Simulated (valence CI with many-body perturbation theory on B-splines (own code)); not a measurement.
# Energy levels of Co21+

Level of theory: relativistic CI+MBPT: four valence electrons over a frozen Dirac-Fock core [He], a basis of 11 s, 11 p, 9 d, 7 f, 5 g, 2 h, 1 i functions for each j, with the one-electron correlation potential Σ1, the two-electron term Σ2, the three-electron term Σ3, Breit, model QED; selected CI, second order for the rest (own B-spline code, finite nucleus).

No measured levels were compared; by estimate levels of excited configurations hold to 0.05 to 0.15 % of their energy, terms of the ground configuration to about 0.5 %. Among the levels kept, up to 250 cm⁻¹ of a level comes from second order outside the variational space, and about a tenth of that is noise between levels of different J, which matters for small intervals.

Levels 91 to 113 of 113, with energies above the lowest level, 2s2 2p2 3P_0. "Leading %" is the weight of the configuration and term that name the level; weights of strongly mixed levels are sums over their largest components and can fall short. Lifetimes count E1, E2, E3, M1 and M2 decay at the calculated energies, and are blank where another channel may lead or the interval is too uncertain; long ones can be off by a factor of two.

| No. | Configuration | Term | J | E (eV) | Leading % | Lifetime | g | Second component |
| --- | --- | --- | --- | --- | --- | --- | --- | --- |
| 91 | 2s 2p2 3p | 3D° | 1 | 1167.4 | 67 | 256 fs | 0.703 | 19 % 2s 2p2 3p 1P° |
| 92 | 2s 2p2 3p | 3F° | 3 | 1167.6 | 91 | 1.63 ps | 1.101 | 6 % 2s 2p2 3p 3D° |
| 93 | 2s 2p2 3d | 3F | 3 | 1168.1 | 74 | 83.7 fs | 1.170 | 16 % 2s 2p2 3d 5D |
| 94 | 2s 2p2 3d | 5P | 1 | 1168.2 | 87 | 32.0 fs | 2.384 | 6 % 2s 2p2 3d 5D |
| 95 | 2s 2p2 3p | 1D° | 2 | 1169.4 | 48 | 184 fs | 0.983 | 30 % 2s 2p2 3p 3F° |
| 96 | 2s 2p2 3s | 3S | 1 | 1171.2 | 53 | 296 fs | 1.753 | 38 % 2s 2p2 3s 3P |
| 97 | 2s 2p2 3p | 3F° | 4 | 1171.5 | 93 | 83.9 ps | 1.263 | 6 % 2s 2p2 3p 5D° |
| 98 | 2s 2p2 3p | 3D° | 2 | 1171.6 | 84 | 728 fs | 1.216 | 10 % 2s 2p2 3p 3P° |
| 99 | 2s 2p2 3d | 3P | 0 | 1171.9 | 91 | 85.2 fs |  | 5 % 2s 2p2 3d 5D |
| 100 | 2s 2p2 3p | 1F° | 3 | 1172.0 | 87 | 122 fs | 1.039 | 11 % 2s 2p2 3p 3D° |
| 101 | 2s 2p2 3s | 3P | 2 | 1173.2 | 89 | 351 fs | 1.466 |  |
| 102 | 2s 2p2 3p | 1P° | 1 | 1173.7 | 49 | 183 fs | 0.944 | 28 % 2s 2p2 3p 3D° |
| 103 | 2s 2p2 3p | 3P° | 0 | 1173.8 | 71 | 698 fs |  | 27 % 2s 2p2 3p 1S° |
| 104 | 2s 2p2 3p | 3D° | 3 | 1174.0 | 93 | 953 fs | 1.331 |  |
| 105 | 2s 2p2 3d | 3F | 4 | 1175.0 | 83 | 83.4 fs | 1.252 | 9 % 2s 2p2 3d 5D |
| 106 | 2s 2p2 3s | 1P | 1 | 1175.2 | 75 | 170 fs | 1.076 | 14 % 2s 2p2 3s 3P |
| 107 | 2s 2p2 3p | 3P° | 1 | 1176.2 | 76 | 414 fs | 1.420 | 13 % 2s 2p2 3p 1P° |
| 108 | 2s 2p2 3s | 1S | 0 | 1176.8 | 74 | 485 fs |  | 23 % 2s 2p2 3s 3P |
| 109 | 2s 2p2 3d | 3D | 1 | 1177.7 | 81 | 64.7 fs | 0.641 | 12 % 2s 2p2 3d 3P |
| 110 | 2s 2p2 3p | 3P° | 0 | 1178.1 | 89 | 793 fs |  | 7 % 2s 2p2 3p 1S° |
| 111 | 2s 2p2 3d | 3D | 2 | 1178.1 | 74 | 67.4 fs | 1.155 | 8 % 2s 2p2 3d 3P |
| 112 | 2s 2p2 3d | 3D | 3 | 1179.0 | 86 | 54.9 fs | 1.294 | 6 % 2s 2p2 3d 1F |
| 113 | 2s 2p2 3p | 3P° | 2 | 1179.6 | 75 | 334 fs | 1.418 | 10 % 2s 2p2 3p 1D° |

Names give the largest LS component (configuration and term), which can be under half, so a name can repeat, a term be missing and a line seem to break the LS rules; names also repeat where a configuration has a term twice.
